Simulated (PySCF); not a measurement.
**Static response to an electric field**

Compound: thiepane, C₆H₁₂S.
Cartesian coordinates in Å at the GFN2-xTB level; atoms count from 1:
```xyz
19
C6H12S angstrom
C     -0.5897   -1.2869    0.2243
C      0.7108   -1.0184   -0.5438
C      1.7035   -0.1559    0.2392
C      1.3167    1.3099    0.3632
S     -0.2720    1.6091    1.2049
C     -1.4053    1.1195   -0.1346
C     -1.7546   -0.3650   -0.1404
H     -0.9143   -2.3138    0.0435
H     -0.3918   -1.1951    1.2937
H      0.4923   -0.5538   -1.5076
H      1.2007   -1.9726   -0.7507
H      1.8261   -0.5780    1.2391
H      2.6775   -0.1942   -0.2579
H      1.2544    1.7868   -0.6166
H      2.0540    1.8409    0.9657
H     -0.9250    1.4211   -1.0652
H     -2.3037    1.7213    0.0001
H     -2.1278   -0.6181   -1.1367
H     -2.5615   -0.5475    0.5724
```

Level: B3LYP/def2-SVPD (PySCF), static field, nuclei fixed, core orbitals frozen in the response. The polarisability tensor in these axes (au):

```
x   98.03  0.38  1.10
y    0.38 90.76  6.00
z    1.10  6.00 81.07
```

**Question.** Give the principal values, the mean and the anisotropy Δα = √{½[(α1 − α2)² + (α2 − α3)² + (α1 − α3)²]}.

**Answer.** Principal values 78.17, 93.48 and 98.22 au; mean 89.95 au = 13.33 Å³ = 14.83 × 10⁻⁴⁰ C²·m²/J; Δα = 18.15 au (20 % of the mean).

**Question.** What is the dipole moment, and where does it point?

**Answer.** (0.38, -0.92, -1.49) D, 1.79 D in size, pointing from the negative to the positive side. Measured along this direction, the outermost atoms are S5 at the negative end and H11 at the positive end.

**Question.** Find the Langevin capture rate constant for NH4+ (18.034 u) meeting this molecule (116.066 u), k = 2.342 × 10⁻⁹ cm³/s × √(α in Å³ / reduced mass in u).

**Answer.** The reduced mass is 15.61 u, so k = 2.16 × 10⁻⁹ cm³/s. The formula leaves out the permanent dipole, which adds to the capture rate.

**Question.** Along which axes do the principal values lie, and how far do the nuclei extend along each?

**Answer.** Largest value along (0.98, 0.14, 0.11), where the nuclei span 5.11 Å; middle along (-0.17, 0.89, 0.42), 4.27 Å; least along (-0.04, -0.43, 0.90), 3.23 Å. The response follows the extents in order.

**Question.** Give the eigenvalues of the traceless quadrupole moment Θ = ½Σq(3rr − r²1), origin at the centre of nuclear charge.

**Answer.** -5.78, 0.36, 5.42 D·Å. The values depend on the origin, since the dipole doesn't vanish. The electronic extent ⟨r²⟩ about the same centre is 921 bohr², a root-mean-square distance of 2.01 Å for the 64 electrons.

**Question.** In TDDFT the mean static polarisability is Σ f/ω² over all singlet excitations (ω in hartree). How much of it do the 8 lowest give? Their energies (eV) and oscillator strengths: 5.26, 0.0044; 5.58, 0.0304; 5.87, 0.0217; 6.33, 0.0049; 6.36, 0.0330; 6.52, 0.0010; 6.92, 0.0107; 7.07, 0.0184.

**Answer.** They add up to 2.46 au, 2.7 % of the 89.95 au; the largest single term is 0.72 au, from the state at 5.58 eV. Terms in order: 0.12, 0.72, 0.47, 0.09, 0.61, 0.02, 0.17, 0.27 au. Higher excitations give the rest. The strengths listed sum to 0.125.

Geometry: GFN2-xTB, one conformer, isolated molecule.
